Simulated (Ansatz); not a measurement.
Ansatz results at the PBE0-D4/def2-TZVP geometry: HOMO energy (PBE/def2-TZVPP) -6.96 eV; LUMO energy (ωB97M-V/def2-TZVPP) 0.73 eV; LUMO energy (PBE/def2-TZVPP) -1.60 eV.

Each molecule was computed in one conformer, which needn't be the lowest.

(1) Which molecule gave them?
A. `Cl[SiH2][O][SnH3]`
B. `O[SiH2][SnH2][Cl]`
C. `[Br][SbH][Br]`
D. `[CH2]1[SiH2][SiH2][NH][InH]1`

## Answers

(1) A. The others give `[Br][SbH][Br]`: -6.62, -0.31, -2.86; `[CH2]1[SiH2][SiH2][NH][InH]1`: -5.82, 0.14, -1.95; `O[SiH2][SnH2][Cl]`: -6.83, 0.16, -2.25.
